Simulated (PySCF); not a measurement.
A species of formula C4H11ClO2Si2 has this rotational fingerprint, computed with PBE0/pcSseg-1 in PySCF (dipole) on a GFN2-xTB geometry, gas phase:

* Rotational constants: A = 1370, B = 689.8, C = 509.0 MHz
* Dipole components: |μa| = 0.74 D, |μb| = 0.25 D, |μc| = 1.42 D
* Inertial defect: -108.70 u·Å²
* κ: -0.58

Problem. Which candidate fits, each taken in the one conformer that was computed?
A. `[CH3:1][C@H:2]([Cl:3])/[C:4](=[CH:5]/[O:6][SiH3:7])[O:8][SiH3:9]` with C1–C2–C4–C5 15°, C4–C5–O6–Si7 1°, C2–C4–O8–Si9 -32°
B. `[CH3:1][CH2:2][O:3][C@@H:4]1[CH2:5][SiH2:6][O:7][Si@H:8]1[Cl:9]` with C1–C2–O3–C4 -171°, C2–O3–C4–C5 -71°, O3–C4–C5–Si6 -146°, C4–C5–Si6–O7 22°, C5–Si6–O7–Si8 -8°, Si6–O7–Si8–Cl9 -124°
C. `[SiH3:1][CH2:2][C@@H:3]1[CH2:4][O:5][CH2:6][Si@H:7]([Cl:8])[O:9]1` with Si1–C2–C3–C4 156°, C2–C3–C4–O5 179°, C3–C4–O5–C6 75°, C4–O5–C6–Si7 -58°, O5–C6–Si7–Cl8 149°
D. `[CH3:1][O:2][SiH2:3]/[CH:4]=[C:5](/[O:6][CH3:7])[SiH2:8][Cl:9]` with C1–O2–Si3–C4 -176°, O2–Si3–C4–C5 4°, C4–C5–O6–C7 -1°, C4–C5–Si8–Cl9 69°

Solution. A. It is C[C@H](Cl)/C(=C/O[SiH3])O[SiH3], an asymmetric top, point group C1. The candidates at the same level (rigid rotor, commonest isotopes):

```csv
SMILES,A (MHz),B (MHz),C (MHz),μa (D),μb (D),μc (D),Δ (u·Å²),point group,rotor
CO[SiH2]/C=C(/OC)[SiH2]Cl,1160,784.9,522.1,0.54,2.32,0.34,-111.56,C1,asymmetric top
C[C@H](Cl)/C(=C/O[SiH3])O[SiH3],1370,689.8,509.0,0.74,0.25,1.42,-108.70,C1,asymmetric top
CCO[C@@H]1C[SiH2]O[Si@H]1Cl,1223,688.2,473.8,2.14,2.08,0.99,-81.04,C1,asymmetric top
[SiH3]C[C@@H]1COC[Si@H](Cl)O1,1236,764.9,507.3,0.04,1.63,0.25,-73.40,C1,asymmetric top
```

`[SiH3]C[C@@H]1COC[Si@H](Cl)O1` has B 11 % too high; `CCO[C@@H]1C[SiH2]O[Si@H]1Cl` has A 11 % too low; `CO[SiH2]/C=C(/OC)[SiH2]Cl` has A 15 % too low. No structure here is proved a minimum.
